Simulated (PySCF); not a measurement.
Radial density of Pd (palladium, neutral)

UHF, [Kr] 4d10, closed-shell 1S. Calculation: PySCF 2.14, in def2-TZVP with the def2 core potential (28 electrons) (6s4p3d1f, 40 functions); a scalar-relativistic core potential. This is the valence pseudo-density: the core potential removes the inner electrons and smooths the orbitals near the nucleus.

```
r (bohr)  4πr²ρ (e/bohr)
  0.0339       1.059e-05
  0.0569       4.944e-05
  0.0958       0.0003803
   0.161        0.004659
   0.271         0.08249
   0.456           1.978
   0.767           14.52
    1.29           12.10
    2.17           2.667
    3.65          0.2995
    6.14        0.002750
```

Energies and moments cover only the electrons outside the core potential.
